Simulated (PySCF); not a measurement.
Working out the ionisation energy of Pd

Pd [Kr] 4d10 (1S) → Pd⁺ [Kr] 4d9 (2D). Calculation: PySCF 2.14, in cc-pVDZ-PP with ECP28MDF; a scalar-relativistic core potential. Frozen: 4s2 4p6. Energies in hartree (1 hartree = 27.21139 eV):

| part | Pd (lower) | Pd⁺ (upper) |
| --- | --- | --- |
| UHF | -126.607155 | -126.376248 |
| MP2 opposite-spin | -0.174783 | -0.132295 |
| MP2 same-spin | -0.099138 | -0.076085 |

**Question.** What does Hartree-Fock give?

**Answer.** (-126.376248) − (-126.607155) = 0.230907 hartree = 6.283 eV.

**Question.** What do MP2 and SCS-MP2 (6/5 opposite-spin, 1/3 same-spin) give?

**Answer.** The opposite-spin parts differ by 1.156 eV and the same-spin parts by 0.627 eV. MP2: 6.283 + (1.156) + (0.627) = 8.066 eV. SCS-MP2: 6.283 + 1.2 × (1.156) + (0.627)/3 = 7.879 eV.

Measured between the centres of the two terms (NIST): 8.512 eV, so MP2 (valence) is off by -0.446 eV.

A double-zeta basis recovers only part of the correlation energy.

What remains against the reference includes basis incompleteness, the frozen core and correlation beyond second order.
